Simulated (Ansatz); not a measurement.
Compare A (`CC(=O)[SiH3]`) with its isomer B (`CC[Si]O`).

Gas-phase electronic energies from Ansatz, PBE0-D4/def2-TZVP geometries. CCSD(T)/CBS adds triple-zeta CCSD(T) − MP2 to the extrapolated MP2 energy (def2 sets, frozen cores). Functionals use def2-TZVPP. One conformer a species, not always the lowest.

Task: Which isomer does CCSD(T)/CBS put lower? Give the gap. (Best estimate.)

Result: Ansatz gave: B, by 21.9 kcal/mol.

Task: Give E(B) − E(A) in kcal/mol with r2SCAN-D4, ωB97M-V, BLYP-D4, LDA (SPW92), CCSD(T)/def2-TZVPP, MP2/def2-TZVPP, B2PLYP. (Estimate.)

Result: Computed: r2SCAN-D4 -17.5, ωB97M-V -22.8, BLYP-D4 -17.6, LDA (SPW92) -23.0, CCSD(T)/def2-TZVPP -21.0, MP2/def2-TZVPP -21.8, B2PLYP -19.3. None reverses the order clearly.

Task: Does the order hold for the free energy at 298.15 K (harmonic terms from PBE0-D4)? (Best estimate.)

Result: Ansatz gave: Yes: G(B) − G(A) = -15.7 kcal/mol, for one conformer each. Modes under 60 cm⁻¹, often nearly free rotors, make the harmonic entropy too high.

Largest T1 diagnostic: 0.015.

In def2-TZVPP, CCSD(T) changes the Hartree–Fock value by −6.1 kcal/mol (the triples alone add +0.5 kcal/mol) and MP2 by −6.9 kcal/mol. From BLYP to BHLYP (50 % exact exchange), in def2-TZVPP and without D4, E(B) − E(A) moves by −2.8 kcal/mol.
